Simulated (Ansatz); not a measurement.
```
atom   x (Å)    y (Å)    z (Å)
   C  0.0000   0.0000  -0.5163
   C  0.0000   0.0000   0.8877
   H  0.0000  -1.0240  -1.1142
   H  0.0000   1.0240  -1.1142
```

Basis set: def2-TZVP (spherical functions). Correlated methods keep 2 orbitals frozen. Charge 0, multiplicity 1.

Computed with Ansatz (development build ahead of 0.2.0); each method stands on the lowest determinant of its kind that the runs found. Restricted open shells among the atoms or ions are ROHF, correlated in semicanonical orbitals with singles.

The atomization energy at this shape (free ground-state atoms in the same class of orbitals less the molecule, no zero-point energy) of singlet C₂H₂:

```csv
method,atomization energy
RHF-MP2,14.53 eV
```

**Question.** What does RHF give?

**Answer.** 10.68 eV. Caution: the shape is not the minimum.
